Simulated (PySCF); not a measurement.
## Two-component Hartree-Fock for Sn³¹⁺ (tin, charge +31)

Start: [Ar] 3d1; 3d5/2 filled at m_j = +5/2. Calculated with PySCF 2.14 in an uncontracted even-tempered set (16 s from 5.2 bohr⁻², ratio 2.8; 12 p from 6.8 bohr⁻², ratio 2.8; 8 d from 6.8 bohr⁻², ratio 2.8; 3 f from 20 bohr⁻², ratio 3): generalised Hartree-Fock with the X2C-1e Hamiltonian and a Gaussian nucleus; one run each with spin-orbit coupling (SO) screened by Boettger's factors, then bare. This is a chosen level, not necessarily the ground level.

| spinor shell | electrons | ε, screened SO (eV) | ε, bare SO (eV) | weight of nominal j (bare SO) | rms radius, bare SO (bohr) |
| --- | --- | --- | --- | --- | --- |
| 1s1/2 | 2 | -30885.1 | -30885.0 | 1.000 | 0.0333 |
| 2s1/2 | 2 | -6024.1 | -6024.1 | 1.000 | 0.134 |
| 2p1/2 | 2 | -5724.1 | -5731.5 | 1.000 | 0.116 |
| 2p3/2 | 4 | -5489.9 | -5487.0 | 1.000 | 0.121 |
| 3s1/2 | 2 | -2172.4 | -2172.4 | 1.000 | 0.334 |
| 3p1/2 | 2 | -2050.1 | -2051.7 | 0.997 | 0.324 |
| 3p3/2 | 4 | -1998.5 | -1997.9 | 0.999 | 0.333 |
| 3d5/2 | 1 | -1834.7 | -1833.6 | 1.000 | 0.293 |

| quantity | screened SO | bare SO |
| --- | --- | --- |
| E (hartree) | -5485.47848 | -5485.56590 |
| M_J | 5/2 | 5/2 |
| ⟨J²⟩ | 8.752 | 8.752 |
| ⟨L²⟩ | 6.011 | 6.012 |
| ⟨S²⟩ | 0.760 | 0.761 |

Each row is a mean over spinors that exchange with the open shell spreads, by up to 17.827 eV (3p3/2).

Breit and QED terms are absent; they matter most for the inner s and p1/2 levels.

Densities and radii are taken from the X2C orbitals without a picture-change correction, which distorts them close to the nucleus.
